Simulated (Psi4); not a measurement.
C4H10In (SMILES C[CH2][In+][CH2]C), charge +1, singlet, at a GFN2-xTB geometry (such geometries of metal compounds can be far from the true shape) (all electrons, no relativity); B3LYP/STO-3G in Psi4.

Psi4 was given this input:
```
memory 2 GB

molecule mol {
1 1
In   -0.003253   -0.001182   -0.000751
C    -0.263887   -0.732016    2.273175
C     0.228287   -2.140315    2.446342
H    -1.336307   -0.619041    2.439331
H     0.315432    0.006277    2.829724
H     1.293092   -2.232905    2.222331
H    -0.335907   -2.849668    1.837183
H     0.090579   -2.429502    3.492010
C     0.255068    0.728812   -2.275210
C    -0.202452    2.149700   -2.440380
H    -0.348205    0.007101   -2.828067
H     1.322624    0.588786   -2.451708
H     0.385553    2.842714   -1.834948
H    -1.262356    2.269060   -2.206016
H    -0.067194    2.437997   -3.486614
}

set {
  basis sto-3g
  reference rks
  scf_type pk
  guess sadno
}

energy('b3lyp')
print_variables()
```

It wrote (shortened):

```
   => Loading Basis Set <=

    Name: STO-3G
    Role: ORBITAL
    Keyword: BASIS

         ---------------------------------------------------------
                                   SCF
               by Justin Turney, Rob Parrish, Andy Simmonett
                          and Daniel G. A. Smith
                              RKS Reference
         ---------------------------------------------------------

  ==> Geometry <==

    Molecular point group: c1
    Full point group: C1

    Geometry (in Angstrom), charge = 1, multiplicity = 1:

       Center              X                  Y                   Z               Mass
    ------------   -----------------  -----------------  -----------------  -----------------
         IN          -0.002606512078    -0.000946932507    -0.000601624344   114.903878776000
         C           -0.263240512078    -0.731780932507     2.273324375656    12.000000000000
         C            0.228933487922    -2.140079932507     2.446491375656    12.000000000000
         H           -1.335660512078    -0.618805932507     2.439480375656     1.007825032230
         H            0.316078487922     0.006512067493     2.829873375656     1.007825032230
         H            1.293738487922    -2.232669932507     2.222480375656     1.007825032230
         H           -0.335260512078    -2.849432932507     1.837332375656     1.007825032230
         H            0.091225487922    -2.429266932507     3.492159375656     1.007825032230
         C            0.255714487922     0.729047067493    -2.275060624344    12.000000000000
         C           -0.201805512078     2.149935067493    -2.440230624344    12.000000000000
         H           -0.347558512078     0.007336067493    -2.827917624344     1.007825032230
         H            1.323270487922     0.589021067493    -2.451558624344     1.007825032230
         H            0.386199487922     2.842949067493    -1.834798624344     1.007825032230
         H           -1.261709512078     2.269295067493    -2.205866624344     1.007825032230
         H           -0.066547512078     2.438232067493    -3.486464624344     1.007825032230

  Running in c1 symmetry.

  Rotational constants: A =      0.47228  B =      0.03511  C =      0.03353 [cm^-1]
  Rotational constants: A =  14158.63828  B =   1052.51253  C =   1005.06402 [MHz]
  Nuclear repulsion =  404.557418539563400

  Charge       = 1
  Multiplicity = 1
  Electrons    = 82
  Nalpha       = 41
  Nbeta        = 41

  ==> Algorithm <==

[...]
   @RKS iter   6: -5841.21047560046918   -3.09500e-03   6.78775e-04 ADIIS/DIIS
   @RKS iter   7: -5841.21174466664525   -1.26907e-03   3.81402e-04 ADIIS/DIIS
   @RKS iter   8: -5841.21210216201962   -3.57495e-04   2.18020e-04 ADIIS/DIIS
   @RKS iter   9: -5841.21222314229726   -1.20980e-04   4.07494e-05 DIIS
   @RKS iter  10: -5841.21222837908681   -5.23679e-06   2.04158e-06 DIIS
   @RKS iter  11: -5841.21222839604343   -1.69566e-08   9.84647e-08 DIIS
  Energy and wave function converged.

  ==> Post-Iterations <==

   Electrons on quadrature grid:
      Ntotal   =   81.9999546226 ; deviation = -4.538e-05

    Orbital Energies [Eh]
    ---------------------

    Doubly Occupied:

[...]
    Virtual:

[...]
      57A      0.377013

    Final Occupation by Irrep:
              A
    DOCC [    41 ]
    NA   [    41 ]
    NB   [    41 ]

  @RKS Final Energy: -5841.21222839604343

   => Energetics <=

    Nuclear Repulsion Energy =            404.5574185395634004
    One-Electron Energy =               -8866.7329901713692379
    Two-Electron Energy =                2766.9628335998718285
    DFT Exchange-Correlation Energy =    -145.9994903641097892
    Empirical Dispersion Energy =           0.0000000000000000
    VV10 Nonlocal Energy =                  0.0000000000000000
    Total Energy =                      -5841.2122283960443383

Computation Completed

Properties will be evaluated at   0.000000,   0.000000,   0.000000 [a0]

Properties computed using the SCF density matrix

 Multipole Moments:

 ------------------------------------------------------------------------------------
     Multipole            Electronic (a.u.)      Nuclear  (a.u.)        Total (a.u.)
 ------------------------------------------------------------------------------------

 L = 1.  Multiply by 2.5417464519 to convert [e a0] to [Debye]
 Dipole X            :         -0.1039673            0.1014188           -0.0025485
 Dipole Y            :         -0.0377696            0.0368451           -0.0009245
 Dipole Z            :         -0.0239971            0.0234084           -0.0005887
 Magnitude           :                                                    0.0027742

 ------------------------------------------------------------------------------------

  Variable Map:
  ----------------------------------------------------------------------------
[...]
  Array Variable Map:
  ----------------------------------------------------------------------------
[...]
[...]
```
